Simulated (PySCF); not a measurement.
**Bond curve of GaBr⁻**

Set-up: Ga def2-TZVPPD, Br def2-TZVPPD; no relativity (PySCF 2.14). Energies in eV from Ga + Br⁻ in their ground configurations at the same level. State: ²Π (doublet), unpaired electrons π ↑.

| R (Å) | B3LYP | PBE | BLYP | UHF-SCS-MP2 |
| --- | --- | --- | --- | --- |
| 2.238 | -0.534 | -0.797 | -0.472 | -0.663 |
| 2.342 | -0.800 | -1.047 | -0.751 | -0.910 |
| 2.446 | -0.948 | -1.180 | -0.912 | -1.039 |
| 2.524 | -1.006 | -1.227 | -0.978 | -1.082 |
| 2.602 | -1.031 | -1.241 | -1.011 | -1.093 |
| 2.680 | -1.033 | -1.233 | -1.020 | -1.082 |
| 2.784 | -1.010 | -1.196 | -1.004 | -1.042 |
| 2.914 | -0.954 | -1.124 | -0.957 | -0.970 |
| 3.070 | -0.868 | -1.020 | -0.878 | -0.870 |
| 3.279 | -0.745 | -0.875 | -0.762 | -0.736 |

Task: Put a parabola through the three lowest points of the B3LYP curve and estimate Re, k and ωe (reduced mass 36.79 u; 1 eV/Å² = 0.16022 mdyn/Å; ωe = 1302.8·√(k/μ) cm⁻¹).

Result: Through R = 2.602, 2.68, 2.784 Å the second-order coefficient is 1.36 eV/Å², so Re ≈ 2.650 Å, k ≈ 0.435 mdyn/Å and ωe ≈ 142 cm⁻¹. A polynomial fit of higher order to the unrounded B3LYP energies gives Re = 2.646 Å, k = 0.516 mdyn/Å, ωe = 154 cm⁻¹; anharmonicity and rounding make the difference.

The higher-order fit for each curve: B3LYP: Re = 2.646 Å, ωe = 154 cm⁻¹, De = 1.03 eV; PBE: Re = 2.608 Å, ωe = 166 cm⁻¹, De = 1.24 eV; BLYP: Re = 2.674 Å, ωe = 149 cm⁻¹, De = 1.02 eV; UHF-SCS-MP2: Re = 2.596 Å, ωe = 168 cm⁻¹, De = 1.09 eV.

Correlated steps freeze 18 core orbitals. Spin–orbit coupling is left out. For an ion De counts to the pair picked by the measured ionisation energies or electron affinities, which need not be the lowest pair at this level. The highest Kohn–Sham level is positive in this anion. Much of that is self-interaction error, but it also means that the finite basis helps to hold the extra electron. The state is the lowest determinant that a PBE0 search found; another state may lie lower at other levels.
